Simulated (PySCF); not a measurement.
## TDDFT excited states: C7H6O2

Compound: C7H6O2.
SMILES: `O=C(O)C1=C[C@@H]2C=C[C@H]12`

Method: TDDFT PBE0/def2-SVPD, vertical, gas phase, core orbitals frozen in the response (PySCF). Geometry: GFN2-xTB, one conformer, isolated molecule. Torsions of this conformer, `[O:1]=[C:2]([OH:3])[C:4]1=[CH:5][C@@H:6]2[CH:7]=[CH:8][C@H:9]12`: O1–C2–C4–C5 0°, H–O3–C2–O1 0°.

```tsv
state	E (eV)	ν̃ (cm⁻¹)	f	main configurations (H = HOMO, L = LUMO)
S1	4.41	35570	0.0008	H→L (53%), H-1→L (37%)
S2	4.76	38370	0.025	H→L (41%), H-2→L (34%), H-1→L (22%)
S3	5.35	43150	0.071	H-2→L (50%), H-1→L (33%)
S4	6.21	50080	0.0084	H-3→L (68%), H→L+1 (15%), H-4→L (10%)
S5	6.46	52090	0.066	H-1→L+1 (75%), H→L+1 (11%)
S6	6.51	52510	0.045	H-5→L (48%), H→L+1 (17%), H-4→L (8%)
```

Triplets, Tamm–Dancoff:

```
state  E (eV)  λ (nm)  main configurations (H = HOMO, L = LUMO)
   T1    3.27   379.6                    H→L (57%), H-1→L (32%)
   T2    3.90   317.5       H-1→L (42%), H→L+1 (25%), H→L (22%)
```

The lowest singlet lies at 4.41 eV (281 nm, ultraviolet) and is very weak; its leading configuration is HOMO→LUMO (53%). The most intense listed level is S3 at 5.35 eV (232 nm, f = 0.071), 0.94 eV above S1. Löwdin shares by element: HOMO carbon 80% or more (atoms not listed hold the other 20%); LUMO carbon 59% or more, oxygen 12% or more (atoms not listed hold the other 29%). The oscillator strengths of these states sum to 0.217; summed over the whole spectrum of an exact calculation they would give the number of electrons, 64 (Thomas–Reiche–Kuhn). Orbital energies (eV): HOMO-3 -9.32, HOMO-2 -8.25, HOMO-1 -7.75, HOMO -7.38, LUMO -1.68, LUMO+1 0.03, LUMO+2 0.53. The listed states span 2.10 eV, and the widest gap between neighbours is 0.86 eV (S3 to S4). Only the lowest 6 singlets were computed, as vertical energies without vibronic structure.
